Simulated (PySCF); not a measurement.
# Static response to an electric field

C5H9ClSi2.
Geometry (PBE0-D3(BJ)/def2-SVP, Å), atoms numbered from 1 in this order:
```xyz
17
C5H9ClSi2 angstrom
Si     3.985    1.094    0.635
C      2.404    0.236    0.266
C      1.358   -0.347    0.011
Si    -0.213   -1.208   -0.371
Cl     0.111   -2.370   -2.056
C     -1.590   -0.015   -0.677
C     -3.017   -0.481   -0.525
C     -2.438    0.448    0.486
H      4.304    2.038   -0.475
H      5.075    0.085    0.765
H      3.847    1.851    1.912
H     -0.573   -2.115    0.754
H     -1.402    0.726   -1.462
H     -3.750   -0.089   -1.235
H     -3.198   -1.520   -0.232
H     -2.217    0.057    1.484
H     -2.761    1.492    0.483
```

Level: CAM-B3LYP/def2-SVPD (PySCF), static field, nuclei fixed, core orbitals frozen in the response. The polarisability tensor in these axes (au):

```
x   154.47  15.73   7.54
y    15.73 114.00  13.34
z     7.54  13.34 106.95
```

What are the eigenvalues, a third of the trace, and Δα (Δα² = ½Σ(αi − αj)² over the three pairs)?

Principal values 96.40, 116.70 and 162.32 au; mean 125.14 au = 18.54 Å³ = 20.63 × 10⁻⁴⁰ C²·m²/J; Δα = 58.47 au (47 % of the mean).

What is the dipole moment, and where does it point?

(-0.87, 1.63, 1.14) D, 2.17 D in size, pointing from the negative to the positive side. Measured along this direction, the outermost atoms are Cl5 at the negative end and H17 at the positive end.

Find the Langevin capture rate constant for O2+ (31.990 u) meeting this molecule (159.993 u), k = 2.342 × 10⁻⁹ cm³/s × √(α in Å³ / reduced mass in u).

The reduced mass is 26.66 u, so k = 1.95 × 10⁻⁹ cm³/s. The formula leaves out the permanent dipole, which adds to the capture rate.

What are the principal values of the traceless quadrupole moment, Θ = ½Σq(3rr − r²1), about the centre of nuclear charge?

-7.92, -0.49, 8.40 D·Å. The values depend on the origin, since the dipole doesn't vanish. The electronic extent ⟨r²⟩ about the same centre is 2576 bohr², a root-mean-square distance of 2.93 Å for the 84 electrons.

Orientational against electronic polarisability at 350 K (dilute gas, rigid molecules)?

In Gaussian units μ²/3kT = 32.48 Å³ against 18.54 Å³, a ratio of 1.75; the Debye molar polarisation (4π/3)N_A(α + μ²/3kT) is 128.7 cm³/mol, leaving out the vibrational part.

Refractivity n − 1 of an ideal gas of it at 273.15 K and 1 atm, from the electronic α?

N = p/kT = 2.6868 × 10¹⁹ cm⁻³, so n − 1 = 2π × N × 18.54 × 10⁻²⁴ cm³ = 3131 × 10⁻⁶ at long wavelengths.

Isolated species at its PBE0-D3(BJ)/def2-SVP geometry (one conformer only).
